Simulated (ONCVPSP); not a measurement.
# Logarithmic derivatives: hydrogen, ONCV

hydrogen (H), optimised norm-conserving Vanderbilt (ONCV), made with ONCVPSP 4.0.1 (LDA (Perdew-Wang 92), scalar-relativistic). Core none, reference 1s1. Waves: 1s: rc 1.25 bohr, ncon 3, nbas 6, qcut 4.3 1/bohr, 2 projectors, debl 3.3 Ha; p scattering state at 0.38 Ha: rc 1.05 bohr, ncon 4, nbas 7, qcut 7.4 1/bohr, 1 projector. Local part: polynomial inside 0.70 bohr (lpopt 5, dvloc0 0 Ha). Core correction: none.

The phase is arctan(r·R′/R) of the radial function R(r), unwrapped; energies in Ha, scanned from -2 to 5 Ha. A pole is an energy at which the radial function vanishes at the test radius. The pseudo phase is shifted by a multiple of π to meet the all-electron one at the reference energy, and phase errors are pseudo minus all-electron; the curves can meet again beyond the range given. Levels narrower than the energy grid can be missing from the lists of poles.

```tsv
channel	radius (bohr)	reference energy (Ha)	poles, all-electron	poles, pseudo	unbroken range about the reference energy with phases within 0.05 rad	phase error 1 Ha above the reference energy (rad)
s	1.27	-0.23	1.33	1.33	the whole range	-0.000
p	1.06	0.38	none	none	the whole range	+0.000
```

Phases in the s channel:

| E (Ha) | all-electron | pseudo |
| --- | --- | --- |
| -1.98 | 0.796 | 0.795 |
| -1.62 | 0.622 | 0.621 |
| -1.26 | 0.348 | 0.347 |
| -0.90 | -0.061 | -0.061 |
| -0.54 | -0.534 | -0.534 |
| -0.18 | -0.916 | -0.916 |
| 0.18 | -1.170 | -1.170 |
| 0.54 | -1.338 | -1.338 |
| 0.90 | -1.459 | -1.459 |
| 1.26 | -1.554 | -1.554 |
| 1.62 | -1.636 | -1.636 |
| 1.98 | -1.715 | -1.716 |
| 2.34 | -1.800 | -1.800 |
| 2.70 | -1.899 | -1.899 |
| 3.06 | -2.029 | -2.029 |
| 3.42 | -2.218 | -2.218 |
| 3.78 | -2.518 | -2.518 |
| 4.14 | -2.975 | -2.977 |
| 4.50 | -3.489 | -3.493 |
| 4.86 | -3.870 | -3.874 |
